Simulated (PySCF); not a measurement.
C10H7N3, SMILES C1N=C2N3C(=CC=CC3=NC=C2)C=1.

Coordinates come from a B3LYP-D3(BJ)/def2-SVP optimisation.

Two levels are set side by side: TDA-PBE/def2-SVP (PySCF) and TDA-B3LYP/def2-SVP (PySCF). Vertical, same geometry. The lowest singlet is HOMO→LUMO 99 % with PBE and HOMO→LUMO 99 % with the other functional; states are paired by order. Differences are taken from unrounded values.

```json
[
 {"quantity": "lowest singlet excitation (eV)", "TDA-PBE": "1.77"},
 {"quantity": "lowest triplet excitation (TDA) (eV)", "TDA-PBE": "1.52"},
 {"quantity": "first bright state (f over 0.05) (eV)", "TDA-PBE": "3.58"},
 {"quantity": "its oscillator strength", "TDA-PBE": "0.09"}
]
```

These are the TDA-PBE values. What does TDA-B3LYP give? (An estimate is asked for; the answer gives what the named calculation found.)


```tsv
quantity	TDA-B3LYP	TDA-PBE minus TDA-B3LYP
lowest singlet excitation (eV)	1.88	-0.11
lowest triplet excitation (TDA) (eV)	1.61	-0.08
first bright state (f over 0.05) (eV)	3.87	-0.29
its oscillator strength	0.16	-0.06
```

A lower first singlet is the usual sign of a functional without exact exchange. Differences between two approximate levels are no errors against the true value.

Rough cost on one machine, each run with all the roots and properties that it gave: TDA-B3LYP against TDA-PBE about 2 times.
